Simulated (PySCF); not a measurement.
## NiN: from constants to spectrum

LDA constants of NiN, ⁴Σ⁻ (quartet), unpaired electrons σ ↑, π ↑↑ (Ni def2-TZVPPD, N def2-TZVPPD; no relativity (PySCF 2.14); masses 57.9353 and 14.0031 u):

```
ωe              : 904.3 cm⁻¹
ωexe            : 6.03 cm⁻¹
Be              : 0.59622 cm⁻¹
αe              : 0.00518 cm⁻¹
D (centrifugal) : 1.04e-06 cm⁻¹
```

Question: Give the vibrational terms G(v) and spacings up to v = 6.

Answer: G(v) = ωe(v+½) − ωexe(v+½)².

```csv
v,G(v) (cm⁻¹),G(v) − G(v−1),Bv (cm⁻¹)
0,451,,0.5936
1,1343,892,0.5884
2,2223,880,0.5833
3,3091,868,0.5781
4,3947,856,0.5729
5,4791,844,0.5677
6,5623,832,0.5625
```

De is left out where the level can put another filling of the metal’s s and d shells below the measured ground configuration, by anything from nothing to about 1 eV. The state is the lowest single determinant that the PBE0 search found; with open d or f shells the true ground state can be another one.
